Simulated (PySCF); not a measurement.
## UHF on Al+ (aluminium, charge +1)

Configuration: [Ne] 3s2, closed-shell 1S. Computed with PySCF 2.14 in cc-pV(T+d)Z (5s4p3d1f, 39 functions), with no relativity, point nucleus.

```json
{
 "Total energy": "-241.673376 hartree",
 "One-electron energy": "-332.8464 hartree",
 "Hartree (Coulomb) energy": "109.0650 hartree",
 "Exchange energy": "-17.8921 hartree",
 "Kinetic energy": "241.65328 hartree",
 "⟨S²⟩": "0.0000",
 "⟨L²⟩": "0.000",
 "Sum of ⟨r⟩": "9.945 bohr",
 "Sum of ⟨r²⟩": "17.33 bohr²",
 "Density at the nucleus (Gaussians lack the cusp)": "1380 bohr⁻³",
 "Langevin diamagnetic susceptibility": "-13.7 ×10⁻⁶ cm³/mol",
 "Time after the integrals": "0.07 s of wall time on 1 thread of Neoverse-V2 (shared host)"
}
```

```
shell  electrons  mean orbital energy (hartree)  rms radius, mean of both spins (bohr)
   1s          2                      -58.81304                                  0.139
   2s          2                       -5.21740                                  0.677
   2p          6                       -3.52251                                  0.674
   3s          2                       -0.65222                                   2.61
```
